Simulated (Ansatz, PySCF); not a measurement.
Here is a job for Ansatz (a program for electronic structure).
Ansatz 0.2 input:
```yaml
crystal:
  periodic: [false, false, false]
  atoms:
    - {symbol: C, position_ang: [2.68581111, 0.47233117, -0.23426577]}
    - {symbol: O, position_ang: [1.70989725, 0.21900805, 0.81386579]}
    - {symbol: C, position_ang: [0.34471567, 0.03250646, 0.32907195]}
    - {symbol: C, position_ang: [0.01222459, -1.19816702, -0.20327298]}
    - {symbol: C, position_ang: [-1.28799653, -1.38978475, -0.64407141]}
    - {symbol: C, position_ang: [-2.21537241, -0.36423910, -0.54765958]}
    - {symbol: C, position_ang: [-1.85671093, 0.86026071, -0.00676033]}
    - {symbol: C, position_ang: [-0.56031393, 1.07014763, 0.43843242]}
    - {symbol: H, position_ang: [3.66463036, 0.55667222, 0.23538758]}
    - {symbol: H, position_ang: [2.67916004, -0.38406176, -0.90637054]}
    - {symbol: H, position_ang: [2.44929023, 1.37869168, -0.79224115]}
    - {symbol: H, position_ang: [1.70573102, 0.97635760, 1.43676038]}
    - {symbol: H, position_ang: [0.74141377, -1.99032729, -0.25934878]}
    - {symbol: H, position_ang: [-1.57168239, -2.34338551, -1.05898733]}
    - {symbol: H, position_ang: [-3.22491764, -0.52078929, -0.89251364]}
    - {symbol: H, position_ang: [-2.58071358, 1.65504338, 0.07210182]}
    - {symbol: H, position_ang: [-0.27623520, 2.02140386, 0.86543975]}
basis:
  gaussian:
    orbitals: STO-3G
hamiltonian:
  xc: b3lyp5
total_charge: 1
accuracy: high
```

### Question
Give the equivalent PySCF input.

### Answer
Several could match; the one computed here: 
```python
from pyscf import gto, scf, dft

mol = gto.M(
    atom='''
C     2.685811    0.472331   -0.234266
O     1.709897    0.219008    0.813866
C     0.344716    0.032506    0.329072
C     0.012225   -1.198167   -0.203273
C    -1.287997   -1.389785   -0.644071
C    -2.215372   -0.364239   -0.547660
C    -1.856711    0.860261   -0.006760
C    -0.560314    1.070148    0.438432
H     3.664630    0.556672    0.235388
H     2.679160   -0.384062   -0.906371
H     2.449290    1.378692   -0.792241
H     1.705731    0.976358    1.436760
H     0.741414   -1.990327   -0.259349
H    -1.571682   -2.343386   -1.058987
H    -3.224918   -0.520789   -0.892514
H    -2.580714    1.655043    0.072102
H    -0.276235    2.021404    0.865440
''',
    basis='sto-3g',
    charge=1,
    spin=0,
    verbose=4,
)

mf = dft.RKS(mol)
mf.xc = 'b3lyp5'
mf.grids.atom_grid = (99, 590)
mf.grids.prune = None
mf.kernel()
```

Both were run: Ansatz gave -342.582105 Eh and PySCF -342.582105 Eh, 0.000 mEh apart.
